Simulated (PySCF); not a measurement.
C$_{3}$H$_{4}$BF$_{2}$N (SMILES CN1C=C(F)B1F), singlet, geometry from GFN2-xTB; DF-B3LYP5/6-31G** (PySCF).

Here is a job for PySCF.
```python
from pyscf import gto, scf, dft

mol = gto.Mole()
mol.atom = '''
    C    -2.37112689   -0.35056281   -0.08278616
    N    -0.95345456   -0.15517216   -0.03302473
    C     0.05185757   -1.22484216    0.02475111
    C     1.11465312   -0.42607944    0.04991522
    F     2.42025305   -0.72579518    0.10467068
    B     0.06560041    0.80739072   -0.01255695
    F     0.02051411    2.11788743   -0.03864729
    H    -2.86104603    0.62014981   -0.11930727
    H    -2.65182005   -0.92386939   -0.97210566
    H    -2.71870381   -0.89081849    0.80359543
    H    -0.16145753   -2.27613424    0.03628393
'''
mol.basis = '6-31g**'
mol.verbose = 4
mol.build()

mf = dft.RKS(mol)
mf.xc = 'b3lyp5'
mf = mf.density_fit(auxbasis='def2-universal-jkfit')
mf.kernel()
```

Problem. Write the output that PySCF gives for this input, abridged.

Solution. 
```
PySCF version 2.14.0

[INPUT] verbose = 4
[INPUT] num. atoms = 11
[INPUT] num. electrons = 52
[INPUT] charge = 0
[INPUT] spin (= nelec alpha-beta = 2S) = 0
[INPUT] symmetry False subgroup None
[INPUT] Mole.unit = angstrom
[INPUT] Symbol           X                Y                Z      unit          X                Y                Z       unit  Magmom
[...]
nuclear repulsion = 273.249055976514
number of shells = 54
number of NR pGTOs = 217
number of NR cGTOs = 118
basis = 6-31g**
ecp = {}

******** <class 'pyscf.df.df_jk.DFRKS'> ********
method = DFRKS
initial guess = minao
damping factor = 0
level_shift factor = 0
DIIS = <class 'pyscf.scf.diis.CDIIS'>
diis_start_cycle = 1
diis_space = 8
diis_damp = 0
SCF conv_tol = 1e-09
SCF conv_tol_grad = None
SCF max_cycles = 50
direct_scf = False
XC library pyscf.dft.libxc version 7.1.2
    S. Lehtola, C. Steigemann, M. J. T. Oliveira, and M. A. L. Marques,  SoftwareX 7, 1–5 (2018)
XC functionals = b3lyp5
    P. A. M. Dirac,  Math. Proc. Cambridge Philos. Soc. 26, 376 (1930)
    F. Bloch,  Z. Phys. 57, 545 (1929)
    A. D. Becke,  Phys. Rev. A 38, 3098 (1988)
    C. Lee, W. Yang, and R. G. Parr,  Phys. Rev. B 37, 785 (1988)
    B. Miehlich, A. Savin, H. Stoll, and H. Preuss,  Chem. Phys. Lett. 157, 200 (1989)
    S. H. Vosko, L. Wilk, and M. Nusair,  Can. J. Phys. 58, 1200 (1980)
radial grids:
    Treutler-Ahlrichs [JCP 102, 346 (1995); DOI:10.1063/1.469408] (M4) radial grids

becke partition: Becke, JCP 88, 2547 (1988); DOI:10.1063/1.454033
pruning grids: <function nwchem_prune>
grids dens level: 3
symmetrized grids: False
atomic radii adjust function: <function treutler_atomic_radii_adjust>
small_rho_cutoff = 0
Set gradient conv threshold to 3.16228e-05
Initial guess from minao.
tot grids = 138064
******** <class 'pyscf.df.df.DF'> ********
auxbasis = def2-universal-jkfit
init E= -396.832180768318
[...]
cycle= 1 E= -395.732513821343  delta_E=  1.1  |g|= 0.662  |ddm|= 3.44
[...]
cycle= 2 E= -395.657507150335  delta_E= 0.075  |g|= 0.968  |ddm|= 1.22
[...]
cycle= 3 E= -395.807626719696  delta_E= -0.15  |g|=  0.1  |ddm|= 0.749
[...]
cycle= 4 E= -395.809707974015  delta_E= -0.00208  |g|= 0.0295  |ddm|= 0.115
[...]
cycle= 5 E= -395.809865379717  delta_E= -0.000157  |g|= 0.0148  |ddm|= 0.0351
[...]
cycle= 6 E= -395.809909542353  delta_E= -4.42e-05  |g|= 0.00412  |ddm|= 0.0154
[...]
cycle= 7 E= -395.809913096013  delta_E= -3.55e-06  |g|= 0.00152  |ddm|= 0.00488
[...]
cycle= 8 E= -395.809913661282  delta_E= -5.65e-07  |g|= 0.000339  |ddm|= 0.00152
[...]
cycle= 9 E= -395.809913688615  delta_E= -2.73e-08  |g|= 8.29e-05  |ddm|= 0.00033
[...]
cycle= 10 E= -395.809913690104  delta_E= -1.49e-09  |g|= 3.94e-05  |ddm|= 9.4e-05
[...]
cycle= 11 E= -395.809913690367  delta_E= -2.63e-10  |g|= 1.27e-05  |ddm|= 3.52e-05
[...]
Extra cycle  E= -395.809913690334  delta_E= 3.39e-11  |g|= 1.91e-05  |ddm|= 2.52e-05
converged SCF energy = -395.809913690334
```
